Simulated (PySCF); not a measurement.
C3H3BrClF, SMILES F/C(Cl)=C(/Br)C. Atoms are numbered in the order given.

```xyz
9

C     -2.2300     0.3652     0.0000
C     -0.7702     0.0340     0.0000
Br     0.4217     1.5100     0.0000
C     -0.2962    -1.2203     0.0000
F     -1.1317    -2.2606     0.0000
Cl     1.3542    -1.7029     0.0000
H     -2.8336    -0.5524     0.0000
H     -2.4919     0.9625    -0.8882
H     -2.4919     0.9625     0.8882
```
Charge 0, spin multiplicity 1.

Coordinates come from a B3LYP-D3(BJ)/def2-SVP optimisation. The structure was generated by enumeration; whether it is a known compound was not checked.

Computed with PBE0/def2-TZVP (PySCF).

ESP charges are fitted to the potential on shells at 1.4 to 2.0 van der Waals radii. Atomic charges (e):

```tsv
atom	IAO	ESP fit	Mulliken	Löwdin
C1	-0.43	-0.39	___	-0.29
C2	-0.12	0.05	___	-0.47
Br3	0.03	-0.07	-0.05	0.35
C4	0.23	0.08	___	-0.64
F5	-0.25	-0.09	-0.15	0.20
Cl6	0.03	-0.03	-0.03	0.43
H7	0.17	0.16	0.15	0.14
H8	0.17	0.14	0.15	0.14
H9	0.17	0.14	0.15	0.14
```

### Question
Fill in the missing entries. (An estimate is asked for; the answer gives what the named calculation found.)

### Answer

- C1, Mulliken: -0.35
- C2, Mulliken: -0.05
- C4, Mulliken: 0.19

Computed Mayer and Wiberg (Löwdin basis) orders of the bonds:
| bond | Mayer | Wiberg |
|---|---|---|
| C1–C2 | 0.97 | 1.30 |
| C2–Br3 | 1.11 | 1.56 |
| C2–C4 | 1.77 | 1.93 |
| C4–F5 | 1.08 | 1.76 |
| C4–Cl6 | 1.23 | 1.76 |
| C1–H7 | 0.96 | 0.88 |
| C1–H8 | 0.95 | 0.88 |
| C1–H9 | 0.95 | 0.88 |
